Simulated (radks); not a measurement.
Spherical jellium clusters: N electrons in a uniform positive sphere of charge N and radius rs N^(1/3), rs = 4.52 bohr. Calculated with a radial shooting solver with Libxc functionals: non-relativistic Kohn-Sham, LDA (Slater exchange, Perdew-Wang correlation), spin-polarised, spherical densities. Levels are named by radial order and angular momentum (1s, 1p, 1d, 2s, ...), and open shells are averaged over m.

N = 12, configuration 1s2 1p6 1d(up 4, down 0). This is the lowest configuration that the search found. Occupied and some empty levels:

| level | occupation | eigenvalue (eV) | <r> (bohr) |
|---|---|---|---|
| 1s up | 1 | -4.3423 | 6.707 |
| 1s down | 1 | -4.0534 | 6.419 |
| 1p up | 3 | -3.5596 | 7.881 |
| 1p down | 3 | -3.1991 | 7.827 |
| 1d up | 4 | -2.5569 | 8.830 |
| 1d down | 0 | -2.1834 | 8.925 |
| 2s up | 0 | -2.0300 | 7.765 |
| 2s down | 0 | -1.8517 | 7.981 |
| 1f up | 0 | -1.4124 | 9.812 |
| 1f down | 0 | -1.0661 | 10.08 |
| 2p up | 0 | -0.94988 | 10.33 |
| 2p down | 0 | -0.77904 | 10.73 |

Energy (eV): total -21.3555, kinetic 17.343, external -448.07, Hartree 221.47, exchange-correlation -39.286, background 227.20.
